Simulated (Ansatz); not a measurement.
Process, species as SMILES: FSF → 2 F atom + S atom
B3LYP-D3(BJ)/def2-TZVP geometries, fixed; electronic energies without zero-point terms.
Largest species:
```xyz
3

F     -1.2130    -0.5047     0.0161
S     -0.0057     0.5532     0.0075
F      1.2232    -0.4788    -0.0294
```
Charge 0, spin multiplicity 1.

Basis-set convergence of the atomisation energy at PBE0 with Ansatz (a quantum-chemistry and plane-wave program). Cartesian d functions, on some or all atoms, in 6-31G**, 6-311G**; all else is spherical. The program fits the integrals of some runs and decomposes those of others, by size. Open shells are unrestricted. No added dispersion term, no relativity. Functions are those of the species that has most. Reference: the value in aug-cc-pV(5+d)Z, 174.57 kcal/mol, itself unsure by roughly 0.19 kcal/mol (its mean distance from pcseg-4, aug-pcseg-3, aug-cc-pV(Q+d)Z). Deviations are taken from unrounded values.

```
basis        functions
-----------  ---------
STO-3G              19
3-21G               31
6-31G               31
pcseg-0             31
pcseg-1             46
6-31G**             49
6-311G**            63
aug-pcseg-1         73
pcseg-2             94
aug-pcseg-2        142
pcseg-3            184
aug-pcseg-3        259
pcseg-4            307
```

Problem. Which is the smallest set listed that can be trusted to 2 kcal/mol here, that is, within that of the reference together with its larger relatives (same family, alike in diffuse functions; a set with none to test it counts only in the reference's own line)?

Solution. The smallest set listed that lies within 2 kcal/mol of the reference with all its larger relatives (same family, alike in diffuse functions; a set with none counts only in the reference's own line) is aug-pcseg-2 (142 functions, -1.13 kcal/mol off). Value minus reference: STO-3G -24.58, 3-21G -49.49, 6-31G -67.83, pcseg-0 -59.59, pcseg-1 -18.78, 6-31G** -10.94, 6-311G** -21.77, aug-pcseg-1 -13.50, pcseg-2 -2.96, aug-pcseg-2 -1.13, pcseg-3 0.08, aug-pcseg-3 0.18, pcseg-4 0.19 kcal/mol.
